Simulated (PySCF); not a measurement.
C6H9N: full NMR table

- Formula: C6H9N
- SMILES: C1=N[C@@H]1C1CCC1
- InChI: InChI=1S/C6H9N/c1-2-5(3-1)6-4-7-6/h4-6H,1-3H2/t6-/m0/s1
- Point group of the computed structure: C1
- Degrees of unsaturation: 3
- Carbon signals: 6
- Proton signals: 9

Bonds (- single, = double, # triple, : aromatic): C1=N2, N2-C3, C3-C4, C4-C5, C5-C6, C6-C7, C3-C1, C7-C4. C1 carries H8; C3 carries H9; C4 carries H10; C5 carries H11, H12; C6 carries H13, H14; C7 carries H15, H16. Stereochemistry as in C1=N[C@@H]1C1CCC1. H11, H13, H16 are cis to C3 on the ring; H12, H14, H15 are trans to C3 on the ring.

Theoretical values (PySCF 2.14): geometry from GFN2-xTB, PBE0/pcSseg-1 with gauge-including orbitals. No relativistic terms, a single conformation, no solvent model.

Shifts are taken against calculated references (same method and geometry level): ¹H (σ = 31.72 ppm) and ¹³C (σ = 186.93 ppm) vs TMS; ¹⁵N (σ = 267.73 ppm) against NH3.

| carbon | δC, type | δH (multiplicity) | HMBC from (2–3 bonds) | span of the C tensor (ppm) |
| --- | --- | --- | --- | --- |
| C1 | 181.9, CH | 10.66 (d) | H9, H10 | 335 |
| C3 | 34.3, CH | 1.46 (m) | H8, H12, H11, H15, H16, H10 | 158 |
| C4 | 42.0, CH | 1.33 (m) | H8, H12, H11, H15, H14, H13, H16, H9 | 26 |
| C5 | 26.4, CH2 | H11 2.23 (m); H12 2.41 (m) | H15, H14, H13, H16, H9, H10 | 33 |
| C6 | 17.3, CH2 | H13 1.87 (m); H14 1.99 (m) | H12, H11, H15, H16, H10 | 24 |
| C7 | 24.5, CH2 | H15 2.15 (m); H16 1.87 (m) | H12, H11, H14, H13, H9, H10 | 33 |

Other nuclei:
| atoms | nucleus | environment | δ (ppm) | σ (ppm) |
| --- | --- | --- | --- | --- |
| N2 | ¹⁵N | imine nitrogen | 366.5 | -98.8 |

Carbon types of the structure: 3 × CH, 3 × CH2, which accounts for all hydrogens. δC 181.9: C=N carbon. δC 42.0: sp3 CH in a ring; a saturated carbon with 3 carbon neighbours and no heteroatom attached. δC 34.3: three-membered-ring carbon; deshielded by the electronegative neighbour. δH 10.66: hydrogen on a C=N carbon. δH 1.46: hydrogen on a three-membered-ring carbon; cyclopropane-type protons are shielded by the ring.

Shifts are as computed. Against solution values, carbons near 30 ppm lie about +3 ppm off and those near 130 ppm about +5 ppm. Of 1211 compounds with measured shifts, 218 miss one by over three times the rms of a fit or turn the order of signals round; such compounds aren't used in these exercises. Experimental scales use liquid or dissolved standards, which lie at an offset from isolated NH3 (liquid NH3: subtract about 20 ppm). Unscaled 15N shifts of sp2 nitrogen come out 20 to 40 ppm too high even then. Multiplicities follow the n + 1 count of equivalent neighbours, as no J values were calculated; m marks all less simple cases, F and P coupling included.
